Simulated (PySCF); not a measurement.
**Deuteron quadrupole couplings in `F[SiH2]/C=C(\[SiH3])OC[SiH3]`**

Compound: C3H11FOSi3.
Structure used (GFN2-xTB), in Å, numbered top down from 1:
```
atom  x, y, z in Å
F1    -3.005   -2.812    0.594
Si2   -2.868   -1.254    0.179
C3    -1.041   -0.910    0.189
C4    -0.477    0.268   -0.098
Si5   -1.371    1.866   -0.585
O6     0.864    0.523   -0.090
C7     1.777   -0.513    0.241
Si8    3.494    0.305    0.114
H9    -3.494   -1.188   -1.137
H10   -3.627   -0.551    1.207
H11   -0.410   -1.752    0.454
H12   -2.149    1.633   -1.805
H13   -0.349    2.886   -0.805
H14   -2.281    2.261    0.492
H15    1.566   -0.891    1.248
H16    1.660   -1.352   -0.456
H17    3.537    1.415    1.063
H18    4.500   -0.706    0.445
H19    3.666    0.783   -1.257
```

Level: PBE0/pcSseg-1 (PySCF, non-relativistic); Q(2H) = 0.00286 b; rigid geometry, the same for H and D, with no vibrational averaging.

Question: Rank these positions by the coupling χzz of a deuteron there, largest first.
A. H9 (Si–H hydrogen)
B. H16 (methylene hydrogen)
C. H11 (vinylic hydrogen)

Answer: C (219 kHz), B (196 kHz), A (109 kHz).

Question: Give the electric field gradient Vzz (the principal value of largest size), its asymmetry and the 2H coupling at each hydrogen.

Answer: 
```
atom  bonded to  bond length (Å)  Vzz (au)     η  χzz (kHz)
  H9        Si2            1.459    0.1619  0.03        109
 H10        Si2            1.459    0.1618  0.03        109
 H11         C3            1.085    0.3265  0.08        219
 H12        Si5            1.465    0.1607  0.02        108
 H13        Si5            1.461    0.1635  0.00        110
 H14        Si5            1.465    0.1608  0.02        108
 H15         C7            1.097    0.2922  0.08        196
 H16         C7            1.097    0.2921  0.08        196
 H17        Si8            1.462    0.1635  0.01        110
 H18        Si8            1.465    0.1610  0.02        108
 H19        Si8            1.462    0.1635  0.01        110
```

Question: Average by the element that carries the hydrogen.

Answer: on Si: 109 kHz over 8 positions, mean bond length 1.462 Å; on C: 204 kHz over 3 positions, mean bond length 1.093 Å.

Question: A static deuteron (I = 1) shows a doublet split by (3/2)χ, (3/4)χ(1 + η) and (3/4)χ(1 − η) with the field along z, y and x of the gradient. What are these for H19?

Answer: With |χ| = 109.8 kHz and η = 0.014: 165, 84 and 81 kHz, to first order and without motion.

The structure is a single GFN2-xTB conformer in the gas phase; no vibrational or solvent corrections. GFN2-xTB frequencies show an imaginary mode (52i cm⁻¹), so this geometry is no minimum at that level. GFN2-xTB bond lengths can be off by several hundredths of an ångström, more for odd bonds, and the gradients follow them. The basis is small and wasn't made for field gradients, so the couplings can be 20 % off.

These values come from a run that also computed NMR shieldings. Hardware: an Arm Neoverse V1 with one thread, shared host with 64 logical CPUs at a one-minute load of 18. Cost: 48 s (with the writing of density and orbital grids), 0.95 GiB resident at most.
